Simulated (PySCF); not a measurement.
Si(Cl)2(OH)(SiH3) (Cl₂H₄OSi₂), SMILES [SiH3][Si](Cl)(Cl)O.

Geometry optimised at r2SCAN-D4/def2-SVP. One conformer was computed; it need not be the lowest.

Computed with ωB97X/def2-TZVP (PySCF).

Isolated molecule, no solvent.

```yaml
total_energy: -1577.22248 hartree
point_group: Cs
highest_occupied_level: -10.89 eV
lowest_empty_level: 1.72 eV
orbital_gap: 12.61 eV
dipole_moment: 0.189 e·Å
quadrupole, principal values (traceless, Buckingham form, about the centre of nuclear charge): -4.66, -4.53, 9.19 D·Å
mean_static_polarisability: 78.2 bohr³ (11.58 Å³)
polarisability_principal_values: 68.8, 80.5, 85.2 bohr³
```
